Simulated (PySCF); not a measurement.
PySCF input:

```python
from pyscf import gto, scf, dft

mol = gto.M(
    atom='''
    O    -1.38678678    0.65845662   -0.05996264
    Se    0.03653741   -0.32252395    0.02336881
    O     1.23150280    0.71227016   -0.03935481
    ''',
    basis='def2-tzvpd',
    charge=1,
    spin=1,
    verbose=4,
)

mf = dft.UKS(mol, xc='m062x').density_fit(auxbasis='def2-universal-jkfit')
mf.grids.level = 4
mf.conv_tol = 1e-9
mf.max_cycle = 100
mf.max_memory = 1500
mf.kernel()
if not mf.converged:
    mf = mf.newton()
    mf.kernel(mf.make_rdm1())
for _ in range(2):
    mo, _, stable, _ = mf.stability(return_status=True)
    if stable:
        break
    mf.kernel(mf.make_rdm1(mo, mf.mo_occ))
mf.analyze()
```

Q: Predict the final energy.

A: -2551.52630 Eh (M06-2X/def2-TZVPD).
